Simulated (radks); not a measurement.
Removal energies from the rubidium ion Rb8+, [Ar] 3d10 4s1, by Delta-SCF beside the eigenvalue of the level emptied. Method: Dirac Kohn-Sham, relativistic LDA (MacDonald-Vosko exchange, VWN5 correlation), spin-unpolarised, spherical densities, finite nucleus; Fermi nuclear charge, rms radius of each element as measured or else 0.836 A^(1/3) + 0.57 fm; computed with a radial shooting solver on a logarithmic mesh with Libxc functionals. Sub-shells are occupied by j as written (lower j first in brackets).

removed from                   final configuration  Delta-SCF (eV)  -eigenvalue (eV)
4s1/2                                    [Ar] 3d10          151.72            143.20
3d5/2                  [Ar] 3d(3/2: 4, 5/2: 5) 4s1          253.84            234.66
3d3/2                  [Ar] 3d(3/2: 3, 5/2: 6) 4s1          255.52            236.26
3p3/2         [Ne] 3s2 3p(1/2: 2, 3/2: 3) 3d10 4s1          371.68            352.63
